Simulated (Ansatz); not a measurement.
Mulliken charges of C₃H₅AlS (`C=[C]1[S][Al]1[CH3]`) from r2SCAN/def2-TZVPP in Ansatz (PBE0-D4/def2-TZVP geometry).

| atom | x (Å) | y (Å) | z (Å) | charge (e) |
| --- | --- | --- | --- | --- |
| C1 | -0.681 | -1.301 | -2.154 | -0.225 |
| C2 | -0.233 | -0.962 | -0.955 | -0.094 |
| S3 | 0.491 | -2.095 | 0.314 | -0.220 |
| Al4 | 0.249 | 0.016 | 0.574 | 0.464 |
| C5 | 0.468 | 1.561 | 1.714 | -0.327 |
| H6 | -1.086 | -0.542 | -2.816 | 0.082 |
| H7 | -0.667 | -2.323 | -2.523 | 0.084 |
| H8 | 0.199 | 2.484 | 1.197 | 0.082 |
| H9 | -0.163 | 1.468 | 2.602 | 0.077 |
| H10 | 1.505 | 1.642 | 2.052 | 0.077 |

By hand: the dipole of these point charges (1 e Å = 4.8032 D).

Σ q r = (0.004, 0.545, 0.225) e Å, of length 0.590 e Å = 2.83 D.

How does the dipole of the full density compare? (Best estimate.)

Ansatz gave: (0.007, 0.658, 0.276) e Å, 3.43 D; the point charges give 0.83 times that, at 0° from its direction.

Point charges leave out the atoms' own dipoles, such as those of lone pairs, and Mulliken's split depends on the basis, so the two needn't agree.
